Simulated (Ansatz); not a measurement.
```xyz
5

Si    0.0000    0.0000    0.0000
H     0.8619    0.8619    0.8619
H     0.8619   -0.8619   -0.8619
H    -0.8619    0.8619   -0.8619
H    -0.8619   -0.8619    0.8619
```

Basis set: def2-TZVP (spherical functions). Left uncorrelated: 5 orbitals. Charge 0, multiplicity 1.

Computed with Ansatz (development build ahead of 0.2.0); each method stands on the lowest determinant of its kind that the runs found. Restricted open shells among the atoms or ions are ROHF, correlated in semicanonical orbitals with singles.

Q: Give the atomization energy at this shape (free ground-state atoms in the same class of orbitals less the molecule, no zero-point energy) of singlet SiH₄ by RHF-MP2, RHF.

A:

```
 method  atomization energy
RHF-MP2     303.40 kcal/mol
    RHF     258.33 kcal/mol
```
